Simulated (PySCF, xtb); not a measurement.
Al(Cl)2(OMe) (CH3AlCl2O), SMILES C[O][Al]([Cl])[Cl].

xtb with GFN2-xTB at its own geometry gives an orbital gap of 4.19 eV and a dipole moment of 1.73 D.

Geometry optimised at PBE0-D3(BJ)/def2-SVP. The structure was generated by enumeration; whether it is a known compound was not checked. One conformer was computed; it need not be the lowest.

Q: What does PBE0/def2-TZVP in PySCF give? (The exact figures need the calculation; the answer reports its results.)

A: gap 7.71 eV (levels -8.62 and -0.92 eV), dipole 1.71 D.
